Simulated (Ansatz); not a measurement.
C4H9OSn (SMILES CC(C)(C)[O][Sn+]), charge +1, singlet, geometry from GFN2-xTB (such geometries of metal compounds can be far from the true shape) (all electrons, no relativity); PBE/3-21G (Ansatz, a program for electronic structure).

Ansatz was given this input:
Ansatz 0.2 input:
```yaml
crystal:
  periodic: [false, false, false]
  atoms:
    - {symbol: Sn, position_ang: [0.57860348, 0.99037821, 0.99602755]}
    - {symbol: O, position_ang: [-0.13951525, -0.23880407, -0.24016626]}
    - {symbol: C, position_ang: [-0.69301889, -1.18621963, -1.19298609]}
    - {symbol: C, position_ang: [0.35754660, -2.26620988, -1.41139384]}
    - {symbol: C, position_ang: [-1.96370062, -1.75208190, -0.57416742]}
    - {symbol: C, position_ang: [-0.98384300, -0.41492838, -2.47294697]}
    - {symbol: H, position_ang: [0.00267037, -3.01018296, -2.11844506]}
    - {symbol: H, position_ang: [0.57924891, -2.75285016, -0.46071701]}
    - {symbol: H, position_ang: [1.26974182, -1.81057548, -1.79876224]}
    - {symbol: H, position_ang: [-1.71926578, -2.24375716, 0.36831025]}
    - {symbol: H, position_ang: [-2.42869660, -2.47166480, -1.24150070]}
    - {symbol: H, position_ang: [-2.66452557, -0.93918319, -0.37975242]}
    - {symbol: H, position_ang: [-0.05851124, 0.02257598, -2.84991934]}
    - {symbol: H, position_ang: [-1.69426393, 0.38487527, -2.25993678]}
    - {symbol: H, position_ang: [-1.40235463, -1.07107684, -3.23035818]}
basis:
  gaussian:
    orbitals: 3-21G.json
hamiltonian:
  xc: pbe
total_charge: 1
```
The basis file holds 3-21G in the JSON format of the Basis Set Exchange.

Task: What does Ansatz print? Leave out banner, timings and long lists.

Result: 
```
Functional definition: PBE
1335 factors; their error is unknown
mean field evaluation 1: about -169500.9496 eV, gradient 1.0e2 eV
mean field evaluation 2: about -169316.7301 eV, gradient 2.3e2 eV
mean field evaluation 4: about -169525.2814 eV, gradient 1.9e1 eV
mean field evaluation 8: about -169526.6995 eV, gradient 1.2e0 eV
mean field evaluation 16: about -169526.5824 eV, gradient 1.1e-3 eV
a density is far from that of the atoms, so the factors are made again for it
1256 factors; integrals over basis functions are off by at most 7.3e-5 eV
mean field -169526.58062176 eV, -6229.9869286061 hartree, gradient 1.3e-5 eV, S^2 0.000000; 0 other end points of the search recorded, 0 dependent functions left out
reference -169526.58065773 eV, -6229.9869299283 hartree; 45, 45 occupied and 51, 51 virtual orbitals, 1256 factors
Total energy: -169526.58065773 eV, -6229.9869299283 hartree
```
